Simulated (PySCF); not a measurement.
cyclobutane (C₄H₈), singlet, at a GFN2-xTB geometry. Base run: DF-R2SCAN/STO-3G run with PySCF.

Here is a job for PySCF.
```python
from pyscf import gto, scf, dft

mol = gto.Mole()
mol.atom = '''
    C    -0.00613316    1.08295583    0.05853653
    C     0.00685792   -1.08220991    0.07093756
    C    -1.08294605   -0.00683358   -0.05863980
    C     1.08222129    0.00608767   -0.07083428
    H    -0.01505399    1.84231484   -0.72076860
    H    -0.00362364    1.57729882    1.02791527
    H     0.00710304   -1.85049784   -0.69961794
    H     0.01523239   -1.56535126    1.04591487
    H    -1.84243222   -0.00692746    0.72059245
    H    -1.57713057   -0.01535111   -1.02806518
    H     1.85038317    0.01511046    0.69979409
    H     1.56552182    0.00340356   -1.04576496
'''
mol.basis = 'sto-3g'
mol.verbose = 4
mol.build()

mf = dft.RKS(mol)
mf.xc = 'r2scan'
mf = mf.density_fit(auxbasis='def2-universal-jkfit')
mf.kernel()
```

Each row names what was changed in the base input (with any setting that the change needs).

```tsv
change	basis functions	E (Eh)	HOMO (eV)	HOMO-LUMO gap (eV)	core-seconds (rough)
base	28	-155.25604	-6.16	14.47	6
basis = 6-31G	52	[?]	-7.27	[?]	10
basis = 3-21G	52	[?]	-7.35	[?]	10
basis = LANL2DZ	52	-157.08174	-7.27	10.13	10
basis = def2-SV(P)	72	-156.96655	-7.37	9.20	10
basis = 6-31G*	72	-157.09632	-7.17	9.54	20
basis = def2-SVP	96	[?]	-7.36	[?]	20
basis = pc-1	96	-157.06791	-7.45	8.83	20
basis = 6-311++G**	144	-157.14489	-7.36	7.73	30
basis = def2-TZVP	172	-157.15966	-7.34	8.64	40
basis = cc-pVTZ	232	[?]	-7.34	[?]	60
basis = pc-2	232	-157.16385	-7.35	8.24	60
basis = def2-TZVPP	236	-157.16273	-7.34	8.65	50
```

Task: What belongs in the gaps?

Result: 
- basis = 6-31G, E (Eh): -157.06065
- basis = 6-31G, HOMO-LUMO gap (eV): 9.73
- basis = 3-21G, E (Eh): -156.24986
- basis = 3-21G, HOMO-LUMO gap (eV): 10.06
- basis = def2-SVP, E (Eh): -156.98809
- basis = def2-SVP, HOMO-LUMO gap (eV): 9.13
- basis = cc-pVTZ, E (Eh): -157.15976
- basis = cc-pVTZ, HOMO-LUMO gap (eV): 8.59

Totals compare only among sets that treat the same electrons; sets with core potentials leave the core out.
